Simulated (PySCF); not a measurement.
## Computed structure and properties of [LaH4]−

System: [LaH4]− (singlet); start: template (Td). Method: PySCF 2.14.0, RKS PBE0, La def2-SVP with ECP46, H def2-SVP; non-relativistic Hamiltonian with scalar-relativistic core potentials where named; density fitting; no spin-orbit coupling.

Input of the relaxation:

```python
mol = gto.M(atom='''
La     0.00000     0.00000     0.00000
H      1.32790     1.32790     1.32790
H     -1.32790    -1.32790     1.32790
H      1.32790    -1.32790    -1.32790
H     -1.32790     1.32790    -1.32790''',
    basis={'La': 'def2-SVP', 'H': 'def2-SVP'},
    ecp={'La': 'def2-SVP'},
    charge=-1, spin=0)
mf = dft.RKS(mol, xc='PBE0')
mf.grids.atom_grid = (50, 194)  # f atoms: unpruned, at least (60, 302)
mf = mf.density_fit()  # fitting sets: La def2-universal-JKFIT, H def2-universal-JKFIT
mf.conv_tol = 1e-08; mf.max_cycle = 55
mf.kernel(dm0)  # dm0: converged density of the start geometry
# quasi-Newton relaxation in Cartesian coordinates to a largest gradient under 0.00045 Eh/bohr, steps kept in the point group
```

Run from Python with OMP_NUM_THREADS=2; the lines above give its settings. Where DIIS fails, smearing, a level shift and second-order steps follow.
It took 5.3 s on 2 threads of Arm Neoverse V1, with other jobs on the host, from the converged density of the start.

Course of the relaxation:

| step | energy above end (eV) | largest force component within the symmetry (eV/Å) |
| --- | --- | --- |
| 0 | 0.0602 | 0.228 |
| 1 | 0.0286 | 0.160 |
| 2 | 0.0001 | 0.011 |
| 3 | 0.0000 | 0.001 |

Relaxed geometry (Td):

```xyz
5

La    0.0000    0.0000    0.0000
H     1.2855    1.2855    1.2855
H    -1.2855   -1.2855    1.2855
H     1.2855   -1.2855   -1.2855
H    -1.2855    1.2855   -1.2855
```

```
   contact      Å
La1–H2 (H)  2.226
La1–H3 (H)  2.226
La1–H4 (H)  2.226
La1–H5 (H)  2.226
```

On the finer grid (75, 302):

```yaml
HOMO: -2.17 eV
LUMO: 3.28 eV
Dipole_about_the_centre_of_mass: 0.00 D
Set_of_Mulliken_populations_of_La1_outside_the_core_potential: s 2.64, p 6.42, d 1.45, f 0.05
D3_BJ_dispersion_energy_not_in_the_energies: -0.046 eV
```

```json
{"atom": "La1", "Mulliken (e)": "0.45", "Löwdin (e)": "0.05", "spin (e)": "0.00"}
{"atom": "H2", "Mulliken (e)": "-0.36", "Löwdin (e)": "-0.26", "spin (e)": "0.00"}
{"atom": "H3", "Mulliken (e)": "-0.36", "Löwdin (e)": "-0.26", "spin (e)": "0.00"}
{"atom": "H4", "Mulliken (e)": "-0.36", "Löwdin (e)": "-0.26", "spin (e)": "0.00"}
{"atom": "H5", "Mulliken (e)": "-0.36", "Löwdin (e)": "-0.26", "spin (e)": "0.00"}
```

On the grid (50, 194), as all that follows. Harmonic modes: a minimum; lowest 428 cm⁻¹ (negative: unstable), highest 1262 cm⁻¹, zero-point energy 0.432 eV.

Taking off one H (charge -1, singlet; the rest: singlet) in vacuum, both parts rigid, costs 4.60 eV; the small basis without counterpoise inflates it.

Rigid scan of H along the line from its metal:

(distance to H2 (Å), energy (eV)): (1.93, 0.320), (2.03, 0.127), (2.13, 0.028), (2.23, 0.000), (2.33, 0.023), (2.43, 0.084), (2.63, 0.276), (2.93, 0.643), (3.33, 1.143), (3.83, 1.690)

One start shape was tried, so this needn't be the lowest isomer.
